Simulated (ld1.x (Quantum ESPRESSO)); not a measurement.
# Ag, TM semilocal: configuration errors across variants

silver (Ag), norm-conserving Troullier–Martins (semilocal form), made with ld1.x (Quantum ESPRESSO) 7.5 (revPBE, scalar-relativistic). Core [Ar] 3d10, reference 4s2 4p6 4d10 5s0.5 5p0.5. Waves: 4s (bound): rc 1.05 bohr; 4d (bound): rc 2.00 bohr; 4p (bound): rc 1.40 bohr. Local part: the p channel. Core correction: none.

Occupied shells without a wave of their own: 5p, 5s. They enter only through the test configuration that unscreens the potential.

All-electron excitation energies from the reference (eV): (1) 4s2 4p6 4d10 5s1 5p0 -1.849; (2) 4s2 4p6 4d10 5s0 5p0 5.768; (3) 4s2 4p6 4d9 5s0 5p0 27.792; (4) 4s2 4p6 4d7 5s0 5p0 115.549; (5) 4s2 4p6 4d8 5s0 5p0 63.904; (6) 4s2 4p5 4d10 5s1 5p0 63.334; (7) 4s2 4p6 4d10 5s0.5 5p0 1.101.

In the semilocal form every listed channel keeps its own potential, so the choice of the local channel does not act on these tests. It acts once the file is put into the separable form.

A semilocal file is local in each channel, so a ghost entry of none says nothing of the separable form that plane-wave codes build from it.

For the base: The 5p, 5s levels have no wave, so the channel is fitted at the deeper level alone: the likely source of the large errors.

On the changes marked as counting shells twice: ld1.x takes every shell without a wave as core, so the model core holds the marked electrons as well and exchange and correlation see them twice. This cancels in the reference configuration, but the file is broken for other ones, and its errors say nothing about a proper core correction.

2 further variants failed, have other tests or another functional or relativity, and are left out.

Errors AE − PS in meV (a dash: test not solved or not reliable):

| change | (1) | (2) | (3) | (4) | (5) | (6) | (7) | bound ghosts |
| --- | --- | --- | --- | --- | --- | --- | --- | --- |
| base | +49 | -136 | -256 | -537 | -405 | -90 | -32 | none |
| wave 4d (bound): rc 2.00 bohr becomes 4d (bound): rc 3.04 bohr | +47 | -146 | -350 | +329 | -339 | -556 | -32 | none |
| core correction a·sin(br)/r model core inside 0.46 bohr (5p, 5s counted twice) | +50 | -170 | -350 | -774 | -570 | -106 | -39 | none |
| wave 4p (bound): rc 1.40 bohr becomes 4p (bound): rc 1.46 bohr | +45 | -150 | -284 | -595 | -448 | -114 | -41 | none |

Q: Give the same row for: form changed from semilocal to separable (Kleinman–Bylander), still TM; local potential the d channel.

A: +5.9, +32, +24, -19, -7.4, -55, +21; bound ghosts: none.
